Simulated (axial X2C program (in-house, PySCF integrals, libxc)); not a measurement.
# What spin–orbit coupling does to PdB

Calculated with an in-house relativistic program for diatomic molecules. Spin-free means the one-electron spin-free X2C Hamiltonian; two-component (2c) means X2C with spin–orbit coupling and atomic mean-field two-electron Coulomb and Gaunt terms, so the difference of the two also holds small scalar two-electron terms. Basis: Pd dyall-cv3z [12s12p8d5f3g], B dyall-v3z [7s6p2d1f] (cores contracted in-house); Gaussian nuclei, density fitting, unrestricted open shells. Masses: Pd 105.903 u, B 11.009 u.

Spin-free state: M_S = 1/2, Λ = 0 (beyond evenly filled blocks: σα); fragments Pd + B.

| level | Re (Å) | ωe (cm⁻¹) | De (eV) | μ (D) |
| --- | --- | --- | --- | --- |
| PBE0 | 1.773 | 763.2 | 3.761 | -1.44 |
| HF | 1.858 | 575.9 | n/a | -1.97 |
| MP2 | 1.713 | 885.7 | 3.989 | n/a |
| M06 | 1.805 | 697.5 | 3.331 | -1.18 |

Correlated methods: 13 electrons correlated (number of frozen shells: Pd 4 s, 3 p, 1 d; B 1 s), 267 virtual spin orbitals or spinors in MP2.

Dipoles are positive if B is the positive end.

Two-component determinant lowest at the distance of the search:

Ω = 1/2 (⟨Sz⟩ = 0.50, ⟨Lz⟩ = 0.00 at HF); fragments Pd + B.

```tsv
level	Re (Å)	ωe (cm⁻¹)	De (eV)	μ (D)
PBE0	1.773	762.2	3.764	-1.44
HF	1.858	575.5	n/a	-1.99
MP2	1.713	885.6	3.986	n/a
M06	1.805	696.3	3.334	-1.18
```

(1) From the two tables, how do the constants change at the MP2 level (2c against spin-free)?

Occupations by symmetry block were frozen at the best pattern of an incomplete PBE0 search. Dissociation energies refer to the lowest single-determinant-based atoms at the same level and basis. De is not given where an atomic determinant may have missed its ground term or J level, or where the truncated virtual space spoils (T). Density functionals use the spin component along the axis (collinear). In 2c an atomic determinant is not the ground J level, so De misses part of the atomic spin–orbit lowering. This holds for PBE0, M06. Without a current term, density functionals place determinants with orbital angular momentum somewhat too high.

Answers

(1) At the MP2 level Re is unchanged to within 0.001 Å and ωe doesn't move by more than 0.2 cm⁻¹; De changes by -0.003 eV.
